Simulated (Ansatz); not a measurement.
Total energies of `C[O][W]([Cl])([Cl])([Cl])([Cl])[O]C`.

```xyz
15

C    -1.3782   -1.2630    2.1851
O    -1.3790   -0.2071    1.2780
W    -0.4701    0.5648   -0.1102
Cl    1.4432    0.2436    1.2227
Cl   -0.2929   -1.6258   -0.9532
Cl   -2.3420    0.9110   -1.4000
Cl   -0.6716    2.7096    0.6939
O     0.7139    1.0060   -1.4340
C     1.8996    0.6366   -2.0629
H    -2.2626   -1.1807    2.8187
H    -1.3944   -2.2073    1.6324
H    -0.4700   -1.2094    2.7932
H     2.1148    1.3561   -2.8543
H     2.7076    0.6319   -1.3250
H     1.7817   -0.3664   -2.4843
```

Charge 0, multiplicity 1. Correlated methods include outer-core shells of W, which these sets cover unevenly. W: def2 effective core potential. The geometry is a stationary point of PBE0-D4/def2-TZVP. It is one conformer, not always the lowest. Basis def2-TZVPP, the Gaussian-basis code of Ansatz.

RPA on PBE orbitals: Hartree–Fock energy of these orbitals -2133.51670 Eh, correlation -3.28063 Eh (frozen core).

```tsv
functional	energy without D4 (Eh)	D4 term (kJ/mol)
ωB97X-V	-2138.17491	–
B2PLYP	-2137.76973	–
```

Question: Give the same for LDA (SPW92), PBE, revPBE, BLYP, r2SCAN, B97M-V, PBE0, B3LYP, r2SCANh, r2SCAN0, HSE06 (plane-wave form), BHLYP, CAM-B3LYP, LC-ωPBE, ωB97M-V, PBE-QIDH. (Best estimate.)

Answer: Ansatz gave: 
```tsv
functional	energy without D4 (Eh)	D4 term (kJ/mol)
LDA (SPW92)	-2130.74943	–
PBE	-2137.61371	-63.1
revPBE	-2138.23518	-156.4
BLYP	-2138.48920	-132.1
r2SCAN	-2138.39032	-16.0
B97M-V	-2138.06939	–
PBE0	-2137.69316	-54.9
B3LYP	-2138.64909	-102.1
r2SCANh	-2138.33606	-17.5
r2SCAN0	-2138.25805	-19.4
HSE06 (plane-wave form)	-2137.65130	-52.1
BHLYP	-2138.27607	-88.8
CAM-B3LYP	-2138.46809	-57.3
LC-ωPBE	-2137.92423	–
ωB97M-V	-2138.28924	–
PBE-QIDH	-2137.23547	–
```

B3LYP takes the VWN-RPA correlation (the form of Gaussian; ORCA's B3LYP/G). HSE06 is the plane-wave form, built on full-range PBE exchange. The double hybrids freeze the cores in their second-order part.

LC-ωPBE has ω = 0.4 bohr⁻¹.
